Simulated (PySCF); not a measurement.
Compound: BEt2(NH2), C₄H₁₂BN.
Cartesian coordinates in Å at the PBE0-D3(BJ)/def2-SVP level; atoms count from 1:
```xyz
18
C4H12BN angstrom
B     -0.4401   -0.7354   -0.0312
C      1.1442   -0.7697   -0.1531
C      1.8853   -0.0060    0.9429
H      1.4045   -0.3300   -1.1353
H      1.5100   -1.8114   -0.1970
H      2.9787   -0.0471    0.8132
H      1.6013    1.0582    0.9601
H      1.6614   -0.4129    1.9424
C     -1.2179    0.6316    0.1913
C     -0.8838    1.7110   -0.8387
H     -0.9539    1.0047    1.1993
H     -2.3097    0.4656    0.2175
H     -1.4304    2.6491   -0.6508
H      0.1904    1.9549   -0.8384
H     -1.1385    1.3867   -1.8608
N     -1.1624   -1.9293   -0.1348
H     -2.1724   -1.9708   -0.0910
H     -0.7231   -2.8324   -0.2580
```

The closed-shell ground state was solved at several levels (PySCF, density fitting, gas phase, non-relativistic).

| level | basis functions | total energy (Eh) | HOMO (eV) | LUMO (eV) | gap (eV) | dipole (D) |
| --- | --- | --- | --- | --- | --- | --- |
| B3LYP/pcJ-1 | 282 | -239.3471 | -7.61 | 0.84 | 8.45 | 1.55 |
| PBE0/pcSseg-1 | 162 | -238.9856 | -7.81 | 1.05 | 8.86 | 1.51 |
| KT2/pcSseg-1 | 162 | -243.4244 | -6.55 | -0.01 | 6.54 | 1.53 |

(1) Estimate the row for PBE0/def2-SVPD, a basis of 216 functions; the other rows only guide the guess.

(2) Over all these levels, which gives the widest orbital gap and which the narrowest?

(3) How far do the dipole and the HOMO energy spread over the levels?

## Answers

(1) Total energy -238.8615 Eh, HOMO -7.82 eV, LUMO 0.34 eV, gap 8.16 eV, dipole 1.37 D.

(2) PBE0/pcSseg-1 (global hybrid, 25 % exact exchange) has the widest, 8.86 eV, and KT2/pcSseg-1 (GGA) the narrowest, 6.54 eV. The two share the basis. From the narrowest to the widest the HOMO moves by -1.26 eV and the LUMO by +1.06 eV.

(3) The dipole runs from 1.37 to 1.55 D (mean 1.49 D) and the HOMO from -7.82 to -6.55 eV.

One conformer stands for the species.
